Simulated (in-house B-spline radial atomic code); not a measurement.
## LDA VWN5 excitations of the thallium ion Tl³⁺

Method: LDA VWN5. Computed with an all-electron radial atomic-structure program (B-spline basis): linear response of the closed shell [Xe] 4f14 5d10 with the functional's adiabatic kernel; scalar-relativistic (spin-free one-electron X2C), finite nucleus, no spin-orbit coupling, no double excitations, S, P, D and F terms only; shells from n = 3 respond. Only terms of natural parity with L up to 3 were computed.

Spin-orbit coupling is strong here, so these LS terms don't match observed levels.

Command:
```bash
python run_td.py task.json out
```
Settings (radii: box in bohr, nucleus in fm):
```
Z                        81
electrons                78
configuration            [Xe] 4f14 5d10
hamiltonian              x2c
method                   lda,vwn
box_radius               23.08
rms_radius               5.4759
intervals                71
```

Run time, properties included: 9.7 s on 1 thread of Arm Neoverse N1 (shared host).

The lowest states, in the order of their Tamm-Dancoff energies; the method's threshold (minus the highest occupied level) is 44.55 eV. Labels give the largest channel, * marks a mixed state, and oscillator strengths are full-response dipole values. Semilocal kernels can invert the small singlet-triplet splittings of Rydberg terms. Energies in eV:

```csv
state,full response,Tamm-Dancoff,oscillator strength
5d → 6s 3D,8.750,8.770,-
5d → 6s 1D,9.717,9.773,-
5d → 6p 3P,?,?,-
5d → 6p 3F,19.402,19.412,-
5d → 6p 1F,19.743,19.746,-
5d → 6p 1P,20.690,20.805,0.996
5d → 7s 3D,30.44,30.44,-
5d → 6d 3S,30.45,30.46,-
5d → 7s 1D,30.54,30.55,-
5d → 6d 3D,?,?,-
```

Problem. Where does 5d → 6p 3P lie?

Solution. At 19.189 eV in full response, 19.211 eV in Tamm-Dancoff.

Problem. Where does 5d → 6d 3D lie?

Solution. At 30.84 eV in full response, 30.84 eV in Tamm-Dancoff.

Problem. How large is the singlet-triplet splitting of 5d → 6s (D terms) in Tamm-Dancoff?

Solution. 1 eV, from the unrounded values.

Problem. What polarisabilities and dispersion coefficient does the method give?

Solution. Dipole 5.414 bohr³, quadrupole 21.35 bohr⁵, C6 31.91 hartree·bohr⁶ for two such species.
